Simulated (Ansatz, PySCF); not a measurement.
Reaction R1 → P1 + P2, each structure at its B3LYP-D3(BJ)/def2-TZVP stationary point, reached from a drawn start (curvature not checked).
R1: AlH3 (SMILES [AlH3]), charge 0, multiplicity 1.
P1: AlH (SMILES [AlH]), charge 0, multiplicity 1.
P2: H2 (SMILES [H][H]), charge 0, multiplicity 1.

P less R. No zero-point or thermal terms.

Cores are frozen in the correlated methods.

Run with Ansatz (an electronic-structure program) with Gaussian orbitals; PySCF for the D3/D4 terms. No computed number here is a measurement.

PBE/def2-TZVPP gives 29.51 kcal/mol for the reaction energy.

How do the other levels lie against it? Give each less PBE: PBE-D3(BJ)/def2-TZVPP, r2SCAN/def2-TZVPP, B3LYP/def2-TZVPP, wB97M-V/def2-TZVPP, B2PLYP/def2-TZVPP, MP2/cc-pV(Q+d)Z, CCSD(T)/cc-pV(Q+d)Z.

PBE-D3(BJ)/def2-TZVPP 0.33; r2SCAN/def2-TZVPP 4.97; B3LYP/def2-TZVPP -0.04; wB97M-V/def2-TZVPP 0.63; B2PLYP/def2-TZVPP 1.05; MP2/cc-pV(Q+d)Z 3.48; CCSD(T)/cc-pV(Q+d)Z 0.85 kcal/mol. 6 of 7 lie above PBE; the widest gap is to r2SCAN/def2-TZVPP.
